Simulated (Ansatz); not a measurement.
Cartesian coordinates in Å:
```
C 0.6697 0.3374 0.9338
Si -0.3369 -0.8406 -0.0898
Cl -2.2756 -0.9504 0.5522
C -0.3645 -0.2760 -1.8429
N -0.3102 -0.0005 -2.9624
H 0.2151 1.3314 0.9074
H 0.7191 -0.0026 1.9692
H 1.6834 0.4013 0.5324
```

Charge 0, multiplicity 2.

Question: List the PBE/def2-TZVPP orbital energies in eV (the Gaussian-basis code of Ansatz). (Estimate.)

Answer: The calculation gave: α occupied: -2739.59, -1781.60, -380.87, -269.76, -269.62, -250.16, -190.86, -190.71, -190.68, -139.19, -96.00, -95.95, -95.87, -22.74, -21.21, -18.31, -14.54, -11.52, -10.98, -10.60, -9.91, -9.21, -8.92, -8.68, -8.62, -8.22, -5.69. α empty: -1.98, -1.48, 0.25, 0.51, 0.61, 1.03, 1.49, 1.90. β occupied: -2739.58, -1781.53, -380.83, -269.76, -269.60, -250.15, -190.83, -190.67, -190.67, -139.10, -95.89, -95.83, -95.76, -22.66, -21.12, -18.22, -14.29, -11.39, -10.86, -10.55, -9.78, -9.00, -8.83, -8.61, -8.51, -8.16. β empty: -4.12, -1.77, -1.10, 0.48, 0.72, 0.95, 1.41, 1.57. ⟨S²⟩ = 0.752.
